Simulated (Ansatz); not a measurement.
Input (CCSDTQ/aug-cc-pVTZ; Ansatz, a program for electronic structure):

Ansatz 0.2 input:
```yaml
crystal:
  periodic: [false, false, false]
  atoms:
    - {symbol: Se, position_ang: [0.00000000, 0.00000000, 0.00000000]}
basis:
  gaussian:
    orbitals: aug-cc-pVTZ
total_charge: 1
magnetization: {spin_polarized: true, initial_magnetization: 3}
correlation: {method: ccsdtq, electrons: outside_noble_gas}
scf: {lower_state_search: full}
```

Output:

```
Functional definition: HF
integrals: 0.06 GiB planned
543 factors; integrals over basis functions are off by at most 3.6e-8 eV
mean field: 0.16 GiB planned
mean field evaluation 1: about -65295.1622 eV, gradient 6.4e0 eV
mean field evaluation 2: about -65295.1723 eV, gradient 6.4e0 eV
mean field evaluation 4: about -65295.2720 eV, gradient 3.2e-1 eV
mean field evaluation 8: about -65295.2724 eV, gradient 1.2e-4 eV
mean field evaluation 16: about -65282.4938 eV, gradient 1.7e1 eV
mean field evaluation 32: about -65080.7787 eV, gradient 1.2e2 eV
mean field -65295.27241382 eV, -2399.5570024826 hartree, gradient 6.0e-7 eV, S^2 3.750915; 2 other end points of the search recorded, 0 dependent functions left out
14 core orbitals not correlated
reference -65295.27241382 eV, -2399.5570024826 hartree; 4, 1 occupied and 41, 44 virtual orbitals, 543 factors
second order -2.06678876 eV of doubles, -0.00000000 eV of singles
coupled cluster: 1.16 GiB planned
cycle   1  -2.38820277 eV  change   -3.2e-1 eV  update   4.1e-2
cycle   2  -2.56405197 eV  change   -1.8e-1 eV  update   1.5e-2
cycle   3  -2.55479924 eV  change    9.3e-3 eV  update   2.0e-3
cycle   4  -2.55831760 eV  change   -3.5e-3 eV  update   8.3e-4
cycle   5  -2.55823219 eV  change    8.5e-5 eV  update   1.3e-4
cycle   6  -2.55799963 eV  change    2.3e-4 eV  update   4.1e-5
cycle   7  -2.55799297 eV  change    6.7e-6 eV  update   8.9e-6
cycle   8  -2.55800098 eV  change   -8.0e-6 eV  update   2.2e-6
cycle   9  -2.55800132 eV  change   -3.4e-7 eV  update   7.4e-7
cycle  10  -2.55800118 eV  change    1.4e-7 eV  update   1.7e-7
Total energy: -65297.83041500 eV, -2399.6510072923 hartree
```
